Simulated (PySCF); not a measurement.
All values below come from PBE-D3(BJ)/def2-TZVP // r2SCAN-D4/def2-SVP run with PySCF. All species are isolated molecules in the gas phase. One relaxed conformer stands for a flexible species; it need not be the lowest. 

Reference species: [Ta(Cl)5] (neutral, multiplicity 1).

```yaml
mean_distance_from_the_central_atom_to_its_bonded_neighbours: 2.312 Å
HOMO–LUMO gap: 3.39 eV
HOMO: -7.83 eV
coordination_number: 5
```

Changed species: [Ta(Cl)3(NH2)2] (2 of 5 Cl replaced by NH2; the reference has 0 of 5 Cl replaced by NH2).

Problem. What does the change do to the mean distance from the central atom to its bonded neighbours, HOMO–LUMO gap, HOMO and coordination number?

Solution. the mean distance from the central atom to its bonded neighbours decreases by 0.111 Å, to 2.201 Å; the HOMO–LUMO gap falls by 0.03 eV, to 3.36 eV; the HOMO increases by 0.89 eV, to -6.94 eV; the coordination number hardly moves.
